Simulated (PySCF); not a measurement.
**C6H7ClOSi: core ionisation energies**

C₆H₇ClOSi.
Numbering: `[Cl:1][SiH2:2][O:3][c:4]1[cH:5][cH:6][cH:7][cH:8][cH:9]1`

Method: delta-SCF UKS SCAN, pcX-2 on the ionised atom, pcseg-1 elsewhere, spin-free X2C (PySCF). Each binding energy is the total energy of the core-ionised species, with the hole localised on one atom, minus that of the ground state; both are solved self-consistently, so orbital relaxation is included.

Question: What binding energy does each computed site have?

Answer: 
| atom(s) | bonded to | level | binding energy (eV) | 2p1/2 (eV) | above the level's lowest (eV) | count |
| --- | --- | --- | --- | --- | --- | --- |
| Si2 | O, Cl and 2 H | Si 2p3/2 | 108.47 | 109.10 | 0.00 | 1 |
| Cl1 | Si | Cl 2p3/2 | 206.07 | 207.73 | 0.00 | 1 |
| C7 | 2 C (aromatic in the SMILES) and H | C 1s | 290.15 | – | 0.00 | 1 |
| C5/C9 | 2 C (aromatic in the SMILES) and H | C 1s | 290.27 | – | +0.12 | 2 |
| C6/C8 | 2 C (aromatic in the SMILES) and H | C 1s | 290.39 | – | +0.24 | 2 |
| C4 | O and 2 C (aromatic in the SMILES) | C 1s | 292.14 | – | +1.99 | 1 |
| O3 | C and Si | O 1s | 538.72 | – | 0.00 | 1 |
| Si2 | O, Cl and 2 H | Si 1s | 1848.51 | – | 0.00 | 1 |
| Cl1 | Si | Cl 1s | 2828.67 | – | 0.00 | 1 |

Lowest listed C 1s: C7, bonded to 2 C (aromatic in the SMILES) and H. Highest, 1.99 eV above it: C4, bonded to O and 2 C (aromatic in the SMILES). Summing the Pauling electronegativity differences to the bonded atoms, each weighted by its formal bond order, gives -0.35 for the lowest site and +0.89 for the highest; no listed site has a larger sum than the highest.

Question: Which effective nuclear charge Zeff reproduces each element's mean 1s value in the hydrogen-like formula E = 13.606 eV × Zeff²?

Answer: C (Z = 6): mean 290.6 eV, Zeff = 4.62, Z − Zeff = 1.38; O (Z = 8): mean 538.7 eV, Zeff = 6.29, Z − Zeff = 1.71; Si (Z = 14): mean 1848.5 eV, Zeff = 11.66, Z − Zeff = 2.34; Cl (Z = 17): mean 2828.7 eV, Zeff = 14.42, Z − Zeff = 2.58. Means run over the listed sites, weighted by atom count.

Topologically equivalent atoms share the value of their first member; where this conformer doesn't relate them by symmetry, their own values could differ. The unrestricted hole states depart most from a pure doublet (⟨S²⟩ = 0.75; over 0.85 named) for C 1s of C4 (0.86), which makes this value less certain. For 2p shells one spin-free hole was relaxed; a mean-field spin–orbit operator and the ground-state splitting of the three 2p orbitals were then diagonalised within the shell. The shell's mean is (2 × 2p3/2 + 2p1/2)/3, and the degeneracies 2j + 1 give areas of 2:1. 2p1/2 minus 2p3/2 (ligand field included): Cl 1.65 eV, Si 0.63 eV. Isolated species at its PBE0-D3(BJ)/def2-SVP geometry (one conformer only).

Shape of the structure used: `[Cl:1][SiH2:2][O:3][c:4]1[cH:5][cH:6][cH:7][cH:8][cH:9]1`: Cl1–Si2–O3–C4 71°, Si2–O3–C4–C5 -18°.
